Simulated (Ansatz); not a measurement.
Start from `O[SiH](F)[TeH]` and change one atom or group to get `N[SiH2][SiH](O)F`.

Ansatz, PBE0-D4/def2-TZVP geometries, multiplicity 1. Each molecule was computed in one conformer, which needn't be the lowest.

Elements past krypton have def2 core potentials.  Spin–orbit coupling is left out; it splits and shifts lone-pair levels of the heavy atoms by tenths of an eV.

```csv
property,`O[SiH](F)[TeH]`
size of the dipole moment (B3LYP/def2-TZVPP) / D,1.14
size of the dipole moment (PBE/def2-TZVPP) / D,1.10
HOMO energy (ωB97M-V/def2-TZVPP) / eV,-8.91
HOMO energy (B3LYP/def2-TZVPP) / eV,-6.61
HOMO–LUMO gap (PBE/def2-TZVPP) / eV,4.13
HOMO energy (PBE0/def2-TZVPP) / eV,-6.83
```

Give the same properties after the change, and the shifts. (Best estimate.)

The calculation gave: 
| property | `N[SiH2][SiH](O)F` | shift |
| --- | --- | --- |
| size of the dipole moment (B3LYP/def2-TZVPP) / D | 3.37 | 2.23 |
| size of the dipole moment (PBE/def2-TZVPP) / D | 3.28 | 2.18 |
| HOMO energy (ωB97M-V/def2-TZVPP) / eV | -9.71 | -0.80 |
| HOMO energy (B3LYP/def2-TZVPP) / eV | -7.38 | -0.77 |
| HOMO–LUMO gap (PBE/def2-TZVPP) / eV | 4.87 | 0.74 |
| HOMO energy (PBE0/def2-TZVPP) / eV | -7.57 | -0.74 |

With PBE0 the HOMO falls by 0.74 eV and the LUMO rises by 0.26 eV, so the gap widens by about 1.00 eV. PBE moves the HOMO by -0.48 eV and ωB97M-V by -0.80 eV. Dipoles are sizes alone; their direction can turn.

B3LYP here is the variant with VWN-RPA as its local correlation; programs differ in this.
